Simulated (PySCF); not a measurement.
Bond length, frequency and bond energy of BeB⁺ by level of theory

State: ¹Σ⁺ (singlet), closed shell. Set-up: basis Be def2-TZVP, B def2-TZVP; no relativity; PySCF 2.14. De refers to Be + B⁺ in their ground configurations, without counterpoise correction. A positive dipole points towards B; it is taken about the centre of mass and depends on that origin.

```tsv
Level	Re (Å)	ωe (cm⁻¹)	De (eV)	μ (D)	CPU s a point (SCF and correlation, without the integrals)
RHF	2.284	420	1.29	-3.35	0.076
RHF-MP2	2.222	474	1.72	n/a	0.12
RHF-SCS-MP2	2.230	465	1.66	n/a	n/a
RHF-CCSD	2.229	466	1.52	n/a	n/a
RHF-CCSD(T)	2.219	471	1.64	n/a	1.1
PBE	2.217	466	2.40	-2.82	0.72
revPBE	2.234	457	2.29	-2.79	0.5
TPSS	2.208	467	2.32	-2.98	1.2
r²SCAN	2.230	468	2.31	-2.99	1.1
M06-L	2.190	516	2.34	-3.45	1.1
PBE0	2.219	473	2.17	-3.07	1.2
ωB97X	2.223	480	1.93	-3.77	0.74
```

The bond length runs from 2.190 Å (M06-L) to 2.284 Å (RHF). De spans 1.29 eV (RHF, mean field) to 2.40 eV (PBE, GGA). Correlation at CCSD(T) changes the Hartree–Fock bond energy by +0.35 eV; the triples alone change it by +0.12 eV.

Correlated steps freeze 1 core orbital. For an ion De counts to the pair picked by the measured ionisation energies or electron affinities, which need not be the lowest pair at this level. The CCSD T1 diagnostic is raised, a sign that a single reference may not be enough here.

The whole job (state search and all levels along the bond) took about 2.3 min on 1 thread of Arm Neoverse N1 (shared host), peak memory 0.64 GiB.
